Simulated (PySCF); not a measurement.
**How methods differ on the excitation energy of Ti**

Ti [Ar] 3d2 4s2 (3F) → Ti [Ar] 3d4 (5D), as a difference of total energies. Calculation: PySCF 2.14, in x2c-QZVPPall (11s7p5d3f2g, 96 functions); scalar relativity by spin-free X2C-1e. Correlated levels: valence: [Ar] frozen. The calculations carry no spin-orbit coupling.

```csv
method,excitation energy (eV)
UHF,4.591
MP2 (valence),4.038
SCS-MP2 (valence),5.129
CCSD (valence),4.118
CCSD(T) (valence),4.052
```

How much does correlation contribute at CCSD(T) (valence)?

4.052 − (4.591) = -0.539 eV, measured against UHF.

The coupled-cluster amplitudes are large for the upper state (T1 above 0.03 or a double amplitude above 0.15), so a single reference is strained.
